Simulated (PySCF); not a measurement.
## Two-component Hartree-Fock for Mn (manganese, neutral)

Start: [Ar] 3d5 4s2; 3d3/2 filled at m_j = -3/2, -1/2, +1/2, +3/2; 3d5/2 filled at m_j = +5/2. Calculated with PySCF 2.14 in x2c-TZVPall-2c: generalised Hartree-Fock with the X2C-1e Hamiltonian and a Gaussian nucleus; one run each with spin-orbit coupling (SO) switched off, then screened by Boettger's factors.

```json
{"spinor shell": "1s1/2", "electrons": "2", "ε, spin-free (eV)": "-6598.4", "ε, screened SO (eV)": "-6598.4", "weight of nominal j (screened SO)": "1.000", "rms radius, screened SO (bohr)": "0.0703"}
{"spinor shell": "2s1/2", "electrons": "2", "ε, spin-free (eV)": "-803.48", "ε, screened SO (eV)": "-803.46", "weight of nominal j (screened SO)": "1.000", "rms radius, screened SO (bohr)": "0.302"}
{"spinor shell": "2p1/2", "electrons": "2", "ε, spin-free (eV)": "-677.04", "ε, screened SO (eV)": "-684.49", "weight of nominal j (screened SO)": "0.978", "rms radius, screened SO (bohr)": "0.271"}
{"spinor shell": "2p3/2", "electrons": "4", "ε, spin-free (eV)": "-677.04", "ε, screened SO (eV)": "-673.39", "weight of nominal j (screened SO)": "0.989", "rms radius, screened SO (bohr)": "0.274"}
{"spinor shell": "3s1/2", "electrons": "2", "ε, spin-free (eV)": "-105.63", "ε, screened SO (eV)": "-105.63", "weight of nominal j (screened SO)": "1.000", "rms radius, screened SO (bohr)": "0.915"}
{"spinor shell": "3p1/2", "electrons": "2", "ε, spin-free (eV)": "-67.766", "ε, screened SO (eV)": "-68.229", "weight of nominal j (screened SO)": "0.664", "rms radius, screened SO (bohr)": "0.986"}
{"spinor shell": "3p3/2", "electrons": "4", "ε, spin-free (eV)": "-67.766", "ε, screened SO (eV)": "-67.544", "weight of nominal j (screened SO)": "0.832", "rms radius, screened SO (bohr)": "0.990"}
{"spinor shell": "3d3/2", "electrons": "4", "ε, spin-free (eV)": "-17.081", "ε, screened SO (eV)": "-17.096", "weight of nominal j (screened SO)": "0.509", "rms radius, screened SO (bohr)": "1.29"}
{"spinor shell": "3d5/2", "electrons": "1", "ε, spin-free (eV)": "-17.081", "ε, screened SO (eV)": "-17.020", "weight of nominal j (screened SO)": "1.000", "rms radius, screened SO (bohr)": "1.29"}
{"spinor shell": "4s1/2", "electrons": "2", "ε, spin-free (eV)": "-6.874", "ε, screened SO (eV)": "-6.874", "weight of nominal j (screened SO)": "1.000", "rms radius, screened SO (bohr)": "3.62"}
```

```csv
quantity,spin-free,screened SO
E (hartree),-1157.36627,-1157.38162
M_J,5/2,5/2
⟨J²⟩,8.771,8.771
⟨L²⟩,0.000,0.002
⟨S²⟩,8.771,8.770
```

Each row is a mean over spinors that exchange with the open shell spreads, by up to 13.912 eV (3p3/2).

Rows whose weight is well below 1 are mixtures of j = l ± 1/2: exchange outweighs spin-orbit coupling there, and the label is only the starting occupation.

Without spin-orbit coupling the j labels of p, d and f shells carry no meaning; the spin-free column gives the mean over the occupied spinors of each nl shell.
